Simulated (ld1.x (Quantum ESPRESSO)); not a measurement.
How hard is this Ho (Z = 67) PAW potential?

ld1.x (Quantum ESPRESSO) 7.5 input, shortened:

```
&input
   title='Ho', zed=67., rel=1, dft='PBE', iswitch=3,
   config='[Xe] 4f11 5d0 6s2 6p0'
 /
 &inputp
   pseudotype=3, lpaw=.true., tm=.true., lloc=-1, rcloc=3.50,
   nlcc=.true., new_core_ps=.true., rcore=0.55,
   which_augfun='PSQ', rmatch_augfun_nc=.true.
 /
8
5S  1  0   2.00   0.00  1.65  1.80  0.0
6S  2  0   2.00   0.00  1.65  1.80  0.0
5P  2  1   6.00   0.00  2.30  2.90  0.0
6P  3  1   0.00   0.00  2.30  2.90  0.0
5D  3  2   0.00   0.00  3.55  3.75  0.0
5D  3  2   0.00   2.45  3.55  3.75  0.0
4F  4  3  11.00   0.00  0.80  0.90  0.0
4F  4  3   0.00   0.75  0.80  0.90  0.0
 &test
   configts(1)='4f11 5s2 5p6 5d0 6s2 6p0'
 /
```

The pseudo-atom Hamiltonian at the reference potential is diagonalised in spherical Bessel functions j_l(qr) that vanish at 20 bohr, with q² up to the cutoff. All-electron valence levels (Ry): 5s -3.7025, 6s -0.2784, 5p -1.9011, 6p -0.0843, 5d -0.0766, 4f -0.2309.

**Question.** How do the lowest levels (Ry) of each channel move with the cutoff, and are there ghosts?

**Answer.**

```json
{"cutoff (Ry)": "8", "s #1": "-3.5997", "s #2": "-0.2594", "p #1": "-1.8988", "p #2": "-0.0595", "p #3": "0.0590", "d #1": "-0.0764", "f #1": "0.0955", "f #2": "0.2073", "Σ f·Δε (mRy)": "3848.9"}
{"cutoff (Ry)": "15", "s #1": "-3.6995", "s #2": "-0.2762", "p #1": "-1.9010", "p #2": "-0.0833", "p #3": "0.0486", "d #1": "-0.0765", "f #1": "0.0955", "f #2": "0.2072", "Σ f·Δε (mRy)": "3602.1"}
{"cutoff (Ry)": "25", "s #1": "-3.7023", "s #2": "-0.2783", "p #1": "-1.9011", "p #2": "-0.0842", "p #3": "0.0483", "d #1": "-0.0766", "f #1": "0.0955", "f #2": "0.2072", "Σ f·Δε (mRy)": "3591.8"}
{"cutoff (Ry)": "35", "s #1": "-3.7025", "s #2": "-0.2784", "p #1": "-1.9011", "p #2": "-0.0842", "p #3": "0.0483", "d #1": "-0.0766", "f #1": "0.0955", "f #2": "0.2072", "Σ f·Δε (mRy)": "3591.1"}
{"cutoff (Ry)": "50", "s #1": "-3.7025", "s #2": "-0.2784", "p #1": "-1.9011", "p #2": "-0.0842", "p #3": "0.0483", "d #1": "-0.0766", "f #1": "0.0955", "f #2": "0.2071", "Σ f·Δε (mRy)": "3591.0"}
{"cutoff (Ry)": "70", "s #1": "-3.7025", "s #2": "-0.2784", "p #1": "-1.9011", "p #2": "-0.0842", "p #3": "0.0483", "d #1": "-0.0766", "f #1": "0.0955", "f #2": "0.2070", "Σ f·Δε (mRy)": "3590.9"}
{"cutoff (Ry)": "100", "s #1": "-3.7025", "s #2": "-0.2784", "p #1": "-1.9011", "p #2": "-0.0842", "p #3": "0.0483", "d #1": "-0.0766", "f #1": "0.0953", "f #2": "0.1974", "Σ f·Δε (mRy)": "3588.6"}
{"cutoff (Ry)": "140", "s #1": "-3.7025", "s #2": "-0.2784", "p #1": "-1.9011", "p #2": "-0.0842", "p #3": "0.0483", "d #1": "-0.0766", "f #1": "-0.1946", "f #2": "0.0956", "Σ f·Δε (mRy)": "400.6"}
{"cutoff (Ry)": "180", "s #1": "-3.7025", "s #2": "-0.2784", "p #1": "-1.9011", "p #2": "-0.0842", "p #3": "0.0483", "d #1": "-0.0766", "f #1": "-0.2276", "f #2": "0.0956", "Σ f·Δε (mRy)": "37.3"}
{"cutoff (Ry)": "260", "s #1": "-3.7025", "s #2": "-0.2784", "p #1": "-1.9011", "p #2": "-0.0842", "p #3": "0.0483", "d #1": "-0.0766", "f #1": "-0.2305", "f #2": "0.0956", "Σ f·Δε (mRy)": "5.5"}
{"cutoff (Ry)": "400", "s #1": "-3.7025", "s #2": "-0.2784", "p #1": "-1.9011", "p #2": "-0.0842", "p #3": "0.0483", "d #1": "-0.0766", "f #1": "-0.2310", "f #2": "0.0956", "Σ f·Δε (mRy)": "0.0"}
```

Result: no extra level below or beside the all-electron valence levels (s, p, d, f tested); 10 mRy is reached at 260 Ry and 1 mRy at over 300 Ry.

Test run stopped at test 3 of 7 (negative rho).
